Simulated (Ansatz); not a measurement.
`C=C[Si@@H](O)[Si@@H](O)F`. Charge 0, multiplicity 1.

```xyz
14

C    -0.360    2.071    0.390
C    -1.187    1.262   -0.271
Si   -0.986   -0.582   -0.402
O    -1.231   -1.104   -1.955
Si    1.164   -1.249    0.300
O     1.546   -0.475    1.697
F     1.181   -2.835    0.544
H    -0.534    3.142    0.452
H     0.516    1.698    0.912
H    -2.054    1.706   -0.761
H    -2.031   -1.285    0.386
H    -0.675   -0.724   -2.637
H     2.229   -1.017   -0.720
H     2.422   -0.607    2.065
```

(1) Give the diagnostics of a CCSD(T)/def2-TZVPP run (frozen core, Ansatz). (Estimate.)

Answers

(1) Computed: T1 = 0.0124, largest single amplitude 0.012, largest double 0.031, (T) share of the correlation energy 3.6 %, 9 CCSD cycles. The RHF solution is stable towards an unrestricted one. T1 lies under the customary mark of 0.02 for closed shells.
